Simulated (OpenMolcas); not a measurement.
Ti3+ with 4 ligands (chloride) in tetrahedral coordination (Td). A charge of +0.25 e stands 2.6 Å behind each ligand. Ligand basis ANO-RCC-VDZP.

| Property | Result |
| --- | --- |
| Program | OpenMolcas 26.06 |
| Method | SS-CASPT2, IPEA 0.25 Eh, imaginary shift 0.1 Eh (closed shells correlated: 3s 3p and the ligand valence shells) |
| Basis | ANO-RCC-VDZP [5s4p2d1f] |
| Scalar Hamiltonian | DKH2, point nucleus |
| Active space | 1 electron in 5 orbitals (3d) |
| State averaging | 2S+1 = 2 even, 5 roots |
| Spin-orbit coupling | RASSI with atomic mean-field integrals over the reference wave functions |

All ligands move together. At R = 2.14 Å |10Dq| is 6683 cm-1, and at R = 2.42 Å it is 4346 cm-1.

**Question.** A third run gives 5243 cm-1. What distance was it run at?

**Answer.** With a power law R^-n the two known points give n = -ln(4346 / 6683) / ln(2.42 / 2.14) = 3.50. Then R = 2.14 × (6683 / 5243)^(1/3.50) = 2.294 Å. The run was at 2.3 Å, so the estimate is off by -0.006 Å.

Roots that are degenerate in the reference are averaged as groups; the widest CASPT2 spread within a group is 10 cm-1 (the 3-fold group of multiplicity 2 near 6680 cm-1 above the lowest state of its run, R = 2.14). Shifts and gaps below about the spread of the groups concerned are not significant. Over all roots computed the reference weight is 0.74 in R = 2.14, 0.74 in R = 2.3, 0.74 in R = 2.42; a low but even weight reflects the number of correlated electrons. An orbital doublet at a regular site is open to a Jahn-Teller distortion, which this geometry leaves out. Ligand-to-metal charge-transfer states are missing. With one d shell and no ligand orbital active, 10Dq can be off by a tenth or more. The least metal-like active orbital is 82 % on the metal (Löwdin) and no ligand orbital is active, so the numbers are rough (holds for R = 2.14). No measured value stands beside these numbers; the geometry is a model, was not optimised and need not be the one that this ion takes.
